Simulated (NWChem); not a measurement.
Molecule: C2H6ClFSi; SMILES C[C@@H](F)[SiH2]Cl

```xyz
11

C      0.5750    -2.4495    -0.2038
C     -0.1870    -1.1463    -0.3921
F     -1.4103    -1.2121     0.2970
Si     0.7607     0.3746     0.2792
Cl    -0.3052     2.1108    -0.1440
H      0.8360    -2.6157     0.8614
H      1.5117    -2.4471    -0.7975
H     -0.0437    -3.3063    -0.5404
H     -0.4169    -0.9887    -1.4719
H      0.9048     0.2442     1.7665
H      2.1102     0.4704    -0.3760
```
Atoms are numbered in this order, from 1.

Coordinates come from a PBE-D3(BJ)/def2-SVP optimisation.

Task: List the 6 lowest vertical singlet excitations from PBE/def2-SVP, TDA (NWChem).

Result: 
```
state  energy (eV)  oscillator strength  leading excitation (squared amplitude)
-----  -----------  -------------------  --------------------------------------
S1            6.34                0.002                      HOMO → LUMO (0.99)
S2            6.97                0.002                    HOMO−1 → LUMO (0.99)
S3            7.30                0.009                    HOMO → LUMO+1 (0.48)
S4            7.35                0.035                    HOMO−2 → LUMO (0.53)
S5            7.52                0.014                    HOMO → LUMO+2 (0.60)
S6            7.57                0.005                    HOMO−3 → LUMO (0.56)
```
